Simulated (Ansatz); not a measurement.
Species: H$_{5}$Si$_{2}$O, charge 0, doublet. H5Si2O (SMILES [SiH2][SiH2]O, doublet).
B3LYP-D3(BJ)/def2-TZVP minimum from Ansatz (a program for electronic structure):
```
Si
O 1 1.6568
H 2 0.9601 1 118.40
H 1 1.4780 2 105.92 3 178.35
H 1 1.4894 4 108.72 2 118.94
Si 1 2.3436 4 109.57 5 120.67
H 6 1.4872 1 113.85 4 -58.73
H 6 1.4886 7 108.96 1 128.19
```
Charge 0, spin multiplicity 2.

Total energies in cc-pV(D+d)Z, 19 correlated electrons, 11 frozen orbitals. Radicals and triplets start from unrestricted determinants; spin-orbit coupling is neglected. Cores are frozen in correlated methods. No relativity.

```json
[
 {"method": "HF", "program": "Ansatz", "energy (Eh)": "-655.64656", "minus CCSDT(Q) (mEh)": "429.93"},
 {"method": "MP2", "program": "Ansatz", "energy (Eh)": "-656.01924", "minus CCSDT(Q) (mEh)": "57.25"},
 {"method": "CCSD", "program": "Ansatz", "energy (Eh)": "-656.06471", "minus CCSDT(Q) (mEh)": "11.78"},
 {"method": "CCSD(T)", "program": "Ansatz", "energy (Eh)": "-656.07439", "minus CCSDT(Q) (mEh)": "2.10"},
 {"method": "CCSDT(Q)", "program": "Ansatz", "energy (Eh)": "-656.07649", "minus CCSDT(Q) (mEh)": "0.00"}
]
```

Rough core times of Ansatz's runs on a shared machine: CCSD(T) 30 s, CCSDT(Q) 70 min.
